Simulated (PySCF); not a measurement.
Computed shifts of a molecule C3H10FNSi, PySCF with PBE0/pcSseg-1, GIAO, gas phase, atoms alike by connectivity averaged where their shifts nearly agree, in ppm (number of nuclei): ¹³C: 95.0 (1), 26.5 (2). ¹⁹F: -205.6 (1). ²⁹Si: -27.3 (1). ¹⁵N: 6.6 (1). ¹H: 4.83 (1), 4.59 (1), 1.59 (6), 0.76 (2). References: ¹³C against TMS (σ = 186.3 ppm); ¹⁹F against CFCl3 (σ = 167.2 ppm); ²⁹Si against TMS (σ = 352.7 ppm); ¹⁵N against NH3 (σ = 267.4 ppm); ¹H against TMS (σ = 31.56 ppm), references at their B3LYP-D3(BJ)/def2-TZVP geometries, non-relativistic. Geometry: B3LYP-D3(BJ)/def2-SVP. Other conformers were not sampled.

Question: Identify the compound among the candidates.
A) NCC[C@H](F)[SiH3]
B) CC(C)(F)[SiH2]N
C) CN(C)[Si@H](C)F
D) CC[Si@@H](F)NC

Answer: B, CC(C)(F)[SiH2]N
